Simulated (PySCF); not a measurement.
Simulated absorption spectrum

Species: C9H10P (charge +1).
SMILES: `CC1=Cc2ccccc2[PH2+]1`

Method: PySCF 2.14.0, density-fitted response routines, TDDFT wB97X-D/def2-SVPD, vertical, gas phase, core orbitals frozen in the response. Isolated species at its PBE0-D3(BJ)/def2-SVP geometry, gas phase.

Broadening: Gaussians 0.25 eV wide at half height, area fixed by f = 4.319×10⁻⁹ ∫ε dν̃. The width is an assumption, not a result. The curve ends short of the highest state used, and states not computed would add to its high-energy end.

E (eV), ε (L mol⁻¹ cm⁻¹) and a bar:
```
     3.59         16 
     3.66        133 
     3.72        580 
     3.78       1836 #
     3.85       4701 ##
     3.91       7446 ###
     3.98       8504 ####
     4.04       6743 ###
     4.11       3435 #
     4.17       1363 #
     4.24        310 
     4.30         62 
     4.36          9 
     4.43          1 
     4.49          5 
     4.56         32 
     4.62        120 
     4.69        375 
     4.75        708 
     4.82        990 
     4.88        934 
     4.94        641 
     5.01        275 
     5.07         95 
     5.14         18 
     5.20          3 
     5.27          0 
     5.33          0 
     5.40          0 
     5.46          1 
     5.52          9 
     5.59        109 
     5.65        701 
     5.72       4158 ##
     5.78      13566 ######
     5.85      36027 ###############
     5.91      58895 #########################
     5.98      69875 ##############################
     6.04      57541 #########################
     6.10      35288 ###############
     6.17      15510 #######
     6.23       8280 ####
     6.30       5394 ##
     6.36       3729 ##
```

**Question.** Locate the maxima and give the states behind the curve.

**Answer.** 313 nm (3.97 eV), ε about 8600, made up of S1 (100%); 256 nm (4.84 eV), ε about 1000, made up of S2 (100%); 208 nm (5.97 eV), ε about 70000, made up of S4 (100%) (ε in L mol⁻¹ cm⁻¹; maxima over ε = 5, shares over 10%). The states used: S1 3.97 eV (f 0.079); S2 4.84 eV (f 0.0093); S3 5.73 eV (f 0.0001); S4 5.97 eV (f 0.648); S5 6.27 eV (f 0.046); S6 6.51 eV (f 0.0001); S7 6.56 eV (f 0.0011); S8 6.67 eV (f 0.091); S9 6.75 eV (f 0.0007); S10 6.96 eV (f 0.0000).

**Question.** On this curve, what absorbance would a 10⁻⁵ mol/L sample give at 222 nm over a 1 cm path?

**Answer.** 222 nm is 5.585 eV, where ε is about 92 L mol⁻¹ cm⁻¹, so A = ε c l ≈ 0.00092 (Beer–Lambert, with the gas-phase spectrum and the assumed width).

**Question.** Coming from long wavelengths, where does ε first pass 100 L mol⁻¹ cm⁻¹?

**Answer.** At about 340 nm (3.65 eV), 0.32 eV below S1.

**Question.** What would ε be at 5.97 eV, the highest of these maxima, with half the width (0.125 eV)?

**Answer.** About 140000 L mol⁻¹ cm⁻¹ against 70000, a factor of about 2.00; a lone state at its own centre would give exactly 2.

The vertical ionisation energy (ΔSCF) is 12.73 eV, 5.77 eV above S10.

The run took 7.3 min wall on an Arm Neoverse V2 with one thread (shared host), and the process peaked at 1.4 GiB of memory.
